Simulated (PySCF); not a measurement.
Work out the structure from these simulated measurements.

Formula: C4H11NSSi.

- Triplet: lowest triplet excitation (Tamm–Dancoff): 4.04 eV [TDA CAM-B3LYP/def2-SVPD]
- UV, first state: lowest singlet excitation: 5.67 eV (219 nm, f = 0.080) [TDDFT CAM-B3LYP/def2-SVPD]
- Dipole: 1.77 D [CAM-B3LYP/def2-SVPD]
- 13C NMR: chemical shifts (computed TMS as zero) by class: 148.8 (1 C), 117.0 (1 C), 30.7 (1 C), 29.3 (1 C) ppm [GIAO PBE0/pcSseg-1]
- 1H NMR: chemical shifts (computed TMS as zero) by class: 5.44 (1 H), 5.44 (1 H), 5.25 (2 H), 2.75 (3 H), 2.07 (3 H), -0.12 (1 H) ppm [GIAO PBE0/pcSseg-1]
- Polarisability: 104.2 au [CAM-B3LYP/def2-SVPD]
- Rotational structure: rotational constants A, B, C: 3.427, 0.964, 0.825 GHz [GFN2-xTB]

The electronic properties come from PySCF, for the isolated species, density fitting. Levels stand in brackets. Isolated species at its GFN2-xTB geometry (one conformer only). NMR values are class means; diastereotopic atoms form classes of their own.

**Question.** Give a SMILES that accounts for the data.

**Answer.** Numbering: `[CH2:1]=[C:2]([CH3:3])[S:4][SiH2:5][NH:6][CH3:7]`. Its formula, C4H11NSSi, gives 1 degree of unsaturation: 0 rings and 1 π bond in the structure found. 4 carbons fall into 4 classes; from least to most shielded: fully substituted alkene carbon [C2] (148.8 ppm), terminal =CH2 carbon [C1] (117.0 ppm), N-methyl carbon [C7] (30.7 ppm), allylic carbon [C3] (29.3 ppm). Hydrogen classes from least to most shielded: 1 H on a terminal =CH2 carbon, C1 (5.44 ppm), 1 H on a terminal =CH2 carbon, C1 (5.44 ppm), 2 H on an SiH2 silicon, Si5 (5.25 ppm), 3 H on an N-methyl carbon, C7 (2.75 ppm), 3 H on an allylic carbon, C3 (2.07 ppm), 1 H on a silicon-bound nitrogen, N6 (-0.12 ppm). The optimised geometry has point group C1 and is an asymmetric top. Structure: `S([SiH2]NC)C(C)=C`. Computed isomers that give other values at the same levels: `C=CCC[Si@@H](N)S` (13C chemical shifts (computed TMS as zero) by class: 148.9 (1 C), 122.5 (1 C), 34.0 (1 C), 26.7 (1 C) ppm); `C/C=C\[Si@H](S)NC` (13C chemical shifts (computed TMS as zero) by class: 154.9 (1 C), 132.4 (1 C), 31.7 (1 C), 24.7 (1 C) ppm); `C=C[C@H](C)N[SiH2]S` (13C chemical shifts (computed TMS as zero) by class: 152.9 (1 C), 118.5 (1 C), 56.4 (1 C), 27.6 (1 C) ppm). The assignments are read from this structure; whether some other isomer fits the data as well wasn't checked.

The values belong to the conformer `[CH2:1]=[C:2]([CH3:3])[S:4][SiH2:5][NH:6][CH3:7]`: C1–C2–S4–Si5 0°, C2–S4–Si5–N6 -63°, S4–Si5–N6–C7 -178°.
